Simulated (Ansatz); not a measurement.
Diatomic HfI, multiplicity 2 (lowest of 2S+1 = 2, 4, 6 at PBE0/def2-TZVPP; our sources give no spin for the ground state, which may be another). No spin–orbit coupling.

Constants: fifth-degree fit in 1/R to seven points, most abundant isotopes. In def2 and cc sets the state is the lowest found near the PBE0 minimum, followed along R.

Run with Ansatz (Gaussian orbitals). Values without a source in brackets are computed. In def2 rows elements past Kr take small-core potentials, without spin–orbit coupling.

Energies at CAM-B3LYP/def2-TZVPP:

```tsv
R (Å)	E (hartree)
2.504067	-345.61552947
2.571381	-345.62101910
2.633310	-345.62378890
2.703316	-345.62484472
2.773322	-345.62418071
2.854098	-345.62180062
2.948338	-345.61744821
```

Q: With a reduced mass of 74.4206 u, find the minimum, the force constant and the constants.

A: A fifth-degree polynomial in 1/R puts the minimum at r_e = 2.7083 Å with force constant 149 N/m. Then ω_e = (1/2πc)√(k/μ) = 185 cm⁻¹ and B_e = h/(8π²cμr_e²) = 0.03088 cm⁻¹; the cubic and quartic terms give α_e = 7.4e-5 and ω_e x_e = 0.32 cm⁻¹.

Ansatz is a quantum-chemistry and plane-wave program.
